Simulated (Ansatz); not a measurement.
A nudged elastic band was laid between two geometries of BCl2H + F (5 atoms, charge 0, multiplicity 2).

Computed with UHF/def2-SVP in Ansatz.

- movable images: 5
- climbing image: yes
- spring: 5.0 eV/Å²
- optimiser: quadratic models (default)
- start path: through a guess of the saddle point
- force threshold: 0.05 eV/Å
- iteration limit: 60
- end points: relaxed

First end point:

```xyz
5
Properties=species:S:1:pos:R:3
B 0.000 0.000 -0.267
H 0.000 0.000 0.919
Cl 1.519 0.000 -1.135
Cl -1.519 0.000 -1.135
F 0.000 0.000 3.857
```

Last end point:

```xyz
5
Properties=species:S:1:pos:R:3
B -0.001 0.405 -0.619
H 0.005 0.489 2.679
Cl 1.537 -0.311 -1.006
Cl -1.539 -0.311 -1.007
F -0.002 -0.271 2.193
```

Question: What changes between the two ends?

Answer: Bonds broken: B1–H2. Bonds formed: H2–F5. BCl2H + F becomes BCl2 + FH.

Question: What energy profile does the band end with?

Answer: The forces met the threshold. The highest image is number 3 of 0 to 6, 87.4 kJ/mol above the first end and 115.4 kJ/mol above the last; the last end lies 28.1 kJ/mol below the first. A vibrational analysis at the climbing image gives one clearly imaginary mode, 2678i cm⁻¹: a first-order saddle point.

```csv
image,path coordinate (Å),energy (kJ/mol),B1–H2 (Å),H2–F5 (Å)
0,0.00,0.0,1.19,2.94
1,0.59,0.7,1.19,2.64
2,1.19,11.9,1.18,1.97
3,1.78,87.4,1.32,1.22
4,2.46,-16.3,2.10,0.91
5,3.13,-24.7,2.67,0.90
6,3.81,-28.1,3.30,0.90
```

Question: What is the geometry of the highest image?

Answer: 
```xyz
5
Properties=species:S:1:pos:R:3
B 0.000 0.027 -0.003
H 0.000 0.094 1.319
Cl 1.534 -0.024 -0.802
Cl -1.534 -0.024 -0.802
F -0.001 -0.072 2.528
```

Question: What are the harmonic wavenumbers there?

Answer: 2678i, 46, 65, 268, 444, 757, 919, 961, 1109 cm⁻¹.

The band took 22 iterations and of the order of 4 core-minutes.

Run time: 3.7 min on 1 thread of Arm Neoverse V1, with other jobs on the host, peak memory 0.2 GiB.
